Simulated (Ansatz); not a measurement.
Reaction (ligand exchange at a Ge–O bond): `[NH2][GeH]([OH])[SH]` + H₂Te → `[NH2][GeH]([SH])[TeH]` + H₂O

Computed with Ansatz on PBE0-D4/def2-TZVP structures; ΔE is electronic, products minus reactants. CCSD(T)/CBS adds triple-zeta CCSD(T) − MP2 to the extrapolated MP2 energy (def2 sets, frozen cores). This one scheme is used for every species. Functionals use def2-TZVPP. B3LYP here is the variant with VWN-RPA as its local correlation; programs differ in this. HSE06 is defined as in plane-wave codes. Elements past krypton have def2 core potentials. For Ge, Te outer-core shells are correlated without core-valence functions, which leaves a few kJ/mol of doubt a bond. Scalar relativity is left out up to krypton. Each species was taken in one conformer, which may not be the lowest.

```tsv
level	ΔE (kcal/mol)	difference from CCSD(T)/CBS
BLYP-D4	-7.5	0.9
B3LYP-D4	-7.6	0.8
CAM-B3LYP-D4	-5.0	3.4
PBE	-7.7	0.7
HSE06	-8.0	0.4
CAM-B3LYP	-3.6	4.8
CCSD(T)/def2-SVP	-3.9	4.5
CCSD(T)/def2-TZVPP	-5.9	2.5
HF/def2-QZVPP	-3.0	5.4
HF/CBS(def2)	-3.0	5.4
CCSD(T)/CBS	-8.4	0
```

Question: What do rigid-rotor, harmonic-oscillator terms from PBE0-D4/def2-TZVP frequencies (298.15 K, 1 bar) make of the CCSD(T)/CBS value? (Best estimate.)

Answer: The calculation gave: ΔZPE = +1.8 kcal/mol, ΔH = -6.0 kcal/mol, ΔS = 1 J/(mol·K), ΔG = -6.1 kcal/mol. Modes under 50 cm⁻¹ make the entropy rough.

Largest T1 diagnostic among the species: 0.011.

In def2-TZVPP, CCSD(T) changes the Hartree–Fock value by −2.8 kcal/mol (the triples alone add −0.5 kcal/mol) and MP2 by −5.1 kcal/mol. Leaving LDA and LC-ωPBE aside and taking each functional with its dispersion term where it has one, the values, not all of them listed here, spread over 5.5 kcal/mol, from HSE06-D4 to B97M-V.
